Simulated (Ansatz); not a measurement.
The same path of ClFH4Si2 (8 atoms, charge 0, multiplicity 1) was run twice with different band settings. The coordinate that changes most is the dihedral H5–Si2–Si3–H8.

These are results of RKS B3LYP-D4/def2-SVP in Ansatz 0.2.0, not measurements.

Relaxed end points:

```xyz
8
Properties=species:S:1:pos:R:3
F -1.599 1.661 0.461
Si -0.128 1.171 -0.061
Si 0.016 -1.168 0.097
Cl 1.942 -1.603 -0.598
H 0.040 1.603 -1.476
H 0.914 1.809 0.791
H -0.976 -1.867 -0.765
H -0.116 -1.662 1.495
```

```xyz
8
Properties=species:S:1:pos:R:3
F -0.502 1.806 1.254
Si -0.144 1.162 -0.204
Si 0.045 -1.167 0.046
Cl 1.671 -1.546 1.300
H -1.239 1.515 -1.153
H 1.143 1.745 -0.676
H 0.295 -1.812 -1.275
H -1.178 -1.761 0.652
```

Common settings: movable images 7; climbing image yes; optimiser quadratic models (default); start path IDPP; force threshold 0.05 eV/Å; iteration limit 60; end points relaxed.

| run | spring |
| --- | --- |
| 1 | 5.0 eV/Å² |
| 2 | 0.1 eV/Å² |

**Question.** What does each run give, and how far can it be trusted?

**Answer.** Run 1: converged after 5 iterations, highest image 0.064 eV above the first end. A vibrational analysis at the climbing image gives one clearly imaginary mode, 55i cm⁻¹: a first-order saddle point.
Run 2: converged after 5 iterations, highest image 0.064 eV above the first end. Another band between the same ends (7 images) ends at a top of the same energy, where a vibrational analysis finds 1 clearly imaginary mode.
